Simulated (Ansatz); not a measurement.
Cost and result for the atomization energy of CH7NSi2 (`C1N[SiH2][SiH2]1`) (11 atoms, 11 bonds).

Cartesian coordinates in Å:
```
C 1.064 -0.221 -0.560
N 0.479 -0.921 0.587
Si -1.047 -0.228 1.008
Si -0.354 1.048 -0.810
H 2.025 0.253 -0.328
H 1.212 -0.872 -1.430
H 0.991 -1.688 0.992
H -2.224 -1.140 0.893
H -1.130 0.371 2.373
H 0.045 2.467 -0.612
H -1.062 0.934 -2.113
```

The species carries charge 0 and has multiplicity 1. Geometry: relaxed with PBE0-D4/def2-TZVP. Program: Ansatz. All runs use 2 threads of an Arm Neoverse V2 on a shared host. Times are those of one run each, without the atoms' runs, and a repeat can differ threefold. Electronic energies, without spin–orbit coupling; frozen cores. CCSD(T)/CBS adds CCSD(T) − MP2 in def2-TZVPP to the MP2 limit, and its time is that of the two runs behind it. T1 = 0.012. HSE06 is the plane-wave form, built on full-range PBE exchange.

CCSD(T)/CBS is a level of theory with its own doubt, some kJ/mol a heavy atom from the limit and from the frozen cores, so smaller differences don't rank the functionals.

```tsv
level	functions	wall time	atomization (kJ/mol)	difference from CCSD(T)/CBS	per bond
LDA (SPW92)/def2-TZVPP	244	1.6 s	4141.5	478.0	43.5
revPBE-D4/def2-TZVPP	244	2.6 s	3624.3	-39.2	-3.6
PBE-D4/def2-TZVPP (with forces)	244	3.4 s	3695.0	31.5	2.9
PBE0-D4/def2-TZVPP	244	4 s	3655.6	-7.9	-0.7
BHLYP-D4/def2-TZVPP	244	4.1 s	3591.1	-72.4	-6.6
CCSD(T)/def2-SVP	99	4.3 s	3406.3	-257.2	-23.4
HSE06-D4/def2-TZVPP	244	4.5 s	3657.6	-5.9	-0.5
r2SCAN-D4/def2-TZVPP (with forces)	244	7 s	3655.2	-8.3	-0.8
r2SCANh-D4/def2-TZVPP	244	7 s	3639.5	-24.0	-2.2
B2PLYP/def2-TZVPP	244	8.5 s	3613.3	-50.2	-4.6
MP2/def2-QZVPP	464	27 s	3633.1	-30.4	-2.8
CCSD(T)/def2-TZVPP	244	7.1 min	3556.2	-107.3	-9.8
CCSD(T)/CBS(def2)	–	7.6 min	3663.5	0.0	0.0
```

The D4 term adds +39.9 kJ/mol with B3LYP and +20.7 kJ/mol with PBE0; it sums over pairs of atoms, weighted by their polarisabilities, and B3LYP, whose exchange is more repulsive, gets the larger term. In def2-TZVPP, CCSD(T) changes the Hartree–Fock value by +912.3 kJ/mol (the triples alone add +47.4 kJ/mol) and MP2 by +925.1 kJ/mol; breaking electron pairs costs correlation energy, which Hartree–Fock lacks. Leaving LDA and LC-ωPBE aside and taking each functional with its dispersion term where it has one, the values, not all of them listed here, spread over 106.8 kJ/mol, from BHLYP-D4 to ωB97X-V. LDA lies +471.1 kJ/mol from PBE without D4, its usual overbinding.

B3LYP here is the variant with VWN-RPA as its local correlation; programs differ in this.
